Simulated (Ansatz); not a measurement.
Geometry optimisation, RKS PBE/def2-SVP (Ansatz).

Input:

```yaml
crystal:
  periodic: [false, false, false]
  atoms:
    - { symbol: Ta, position_ang: [0.0, 0.0, 0.0] }
    - { symbol: Cl, position_ang: [2.82, 0.0, 0.0] }
    - { symbol: F, position_ang: [0.0, 0.0, 1.93] }
    - { symbol: O, position_ang: [0.0, 0.0, -2.02] }
    - { symbol: H, position_ang: [-0.6343, -0.71, -2.3571] }
    - { symbol: O, position_ang: [-1.01, 1.7493, 0.0] }
    - { symbol: H, position_ang: [-1.4859, 1.8638, 0.8834] }
    - { symbol: Cl, position_ang: [-1.235, -2.139, 0.0] }
    - { symbol: F, position_ang: [0.7032, -1.8418, -1.0422] }
    - { symbol: H, position_ang: [1.9024, -1.3493, -0.7635] }
basis:
  gaussian: { orbitals: def2-SVP }
hamiltonian:
  xc: pbe
relax:
  f_tol: 0.15
  max_steps: 25
  restrain:
    - { distance: [0, 8], at: 3.13, k: 30.0 }
    - { distance: [9, 1], at: 2.57, k: 30.0 }
    - { distance: [0, 1], at: 2.47, k: 30.0 }
    - { distance: [9, 8], at: 0.92, k: 30.0 }
output:
  orbitals: {}
```

Launched with:

```bash
$ ansatz run input.yaml --threads 4 --pin off --max-ram 5120MiB --backend cpu --events-out ev --progress --plain --runs-dir out
```

**Question.** Where does it end, and by what steps?

**Answer.** The forces met the threshold. The restraints hold the end off the free minimum; the threshold counts their pulls, which the force column leaves out. Restrained pairs: Ta1–F9 (2.23 → 3.12 Å), Cl2–H10 (1.80 → 2.57 Å), Ta1–Cl2 (2.82 → 2.45 Å), F9–H10 (1.33 → 0.94 Å). After 13 steps the energy has fallen by 3.697 eV (the restraints' own energy left out); Cl8 moved furthest, 1.09 Å.

```tsv
step	energy less start (eV)	largest force component (eV/Å)	accepted
0	0.0000	6.373	yes
1	-0.9444	5.371	yes
2	-1.6557	3.643	yes
3	-2.3805	3.110	yes
4	-3.1742	1.203	yes
5	-3.3910	1.023	yes
6	-3.5242	0.885	yes
7	-3.5989	0.781	yes
8	-3.6163	0.744	yes
9	-3.6438	0.977	yes
10	-3.6674	0.506	yes
11	-3.6638	0.958	no
12	-3.6896	0.478	yes
13	-3.6970	0.590	yes
```

```xyz
10
Properties=species:S:1:pos:R:3
Ta -0.248 0.064 -0.061
Cl 2.111 0.686 -0.329
F 0.366 -0.624 1.599
O -0.377 -0.068 -1.938
H -0.115 -0.656 -2.667
O -1.052 1.721 0.296
H -1.224 2.142 1.159
Cl -2.041 -1.436 0.198
F 1.458 -2.405 -0.918
H 2.181 -1.851 -0.707
```

The run took 32 s on 4 threads of Arm Neoverse V1 (shared host), peak memory 0.22 GiB.
